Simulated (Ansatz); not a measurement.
An input meant for B₂W₂ (charge 0, triplet).

```yaml
crystal:
  periodic: [false, false, false]
  atoms:
    - {symbol: W, position_ang: [1.133954, -0.069282, 0.374712]}
    - {symbol: W, position_ang: [-1.139067, 0.052707, 0.361676]}
    - {symbol: B, position_ang: [0.080695, 1.467698, -0.334809]}
    - {symbol: B, position_ang: [-0.075582, -1.451133, -0.401579]}
basis:
  gaussian: {orbitals: def2-SVP}
magnetization: {spin_polarized: true, initial_magnetization: 2}
hamiltonian: {xc: {name: CCSD(T)}, dispersion: d3bj}
scf: {lower_state_search: full}
output: {forces: true}
```

```sh
$ ansatz run in.yaml --threads 4 --pin off --events-out ev --progress --plain --max-ram 3916MiB
```

Q: Predict how Ansatz answers.

A: The input was rejected before any iteration. The method's name isn't one that the program takes here.
```
Error: YAML parse error: error: line 11 column 19: hamiltonian.xc: no functional is named "CCSD(T)"; the names, which are not case-sensitive, are SVWN5, SPW92, PBE, PBE0, PBEsol, revPBE, revPBE0, RPBE, rPW86-PBE, HSE06, wPBEh, LC-wPBE, HISS, HF, BLYP, B3LYP, B3LYP5, BHLYP, CAM-B3LYP, r2SCAN, r2SCANh, r2SCAN0, r2SCAN50, m-r2SCAN, B97, wB97, wB97X, wB97X-V, B97M-V, wB97M-V, B2PLYP, B2GP-PLYP, PBE0-DH, PBE-QIDH
 9 |   gaussian: {orbitals: def2-SVP}
10 | magnetization: {spin_polarized: true, initial_magnetization: 2}
11 | hamiltonian: {xc: {name: CCSD(T)}, dispersion: d3bj}
12 | scf: {lower_state_search: full}
13 | output: {forces: true}
```
